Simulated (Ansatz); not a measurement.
(HCd-mu-NH2)2 (Cd2N2H6). Total charge 0; triplet. Geometry PBE-D4/def2-SVP, that of the neutral singlet; atoms count from 1.

```
atom   x (Å)   y (Å)   z (Å)
 Cd1  -0.786  -0.768   1.296
  H2  -1.439  -1.555   2.641
  N3  -0.153   1.305   0.670
 Cd4   1.025   0.704  -1.158
  H5   2.154   1.364  -2.227
  N6  -0.008  -1.262  -0.763
  H7   0.357   1.856   1.377
  H8  -0.959   1.906   0.436
  H9  -0.770  -1.445  -1.435
 H10   0.580  -2.106  -0.835
```

In the def2 sets Cd takes a core potential; there is no spin–orbit coupling. At PBE0-D4/def2-TZVP a singlet of charge 0 lies 4.81 eV below the triplet at the same geometry.

Problem. Estimate the Mulliken populations from the PBE0/def2-TZVP orbitals of Ansatz.

Solution. 
| atom | charge (e) | spin (α − β) | d electrons |
| --- | --- | --- | --- |
| Cd1 | 0.31 | 0.36 | 9.94 |
| H2 | -0.10 | 0.32 | – |
| N3 | -0.41 | 0.40 | – |
| Cd4 | 0.31 | 0.36 | 9.94 |
| H5 | -0.10 | 0.32 | – |
| N6 | -0.80 | -0.06 | – |
| H7 | 0.17 | 0.11 | – |
| H8 | 0.16 | 0.12 | – |
| H9 | 0.23 | 0.04 | – |
| H10 | 0.22 | 0.04 | – |
Mulliken values and Mayer orders depend strongly on the basis.

Problem. Where does the spin sit?

Solution. Summed by element: Cd 0.72, H 0.94, N 0.34, of 2 unpaired in all. Largest on single atoms: N3 0.40, Cd4 0.36, Cd1 0.36.

Problem. And the Mayer bond orders between bonded heavy atoms (over 0.3)?

Solution. Cd1–Cd4 0.46 (3.39 Å); Cd1–N6 0.33 (2.26 Å); Cd4–N6 0.33 (2.26 Å).
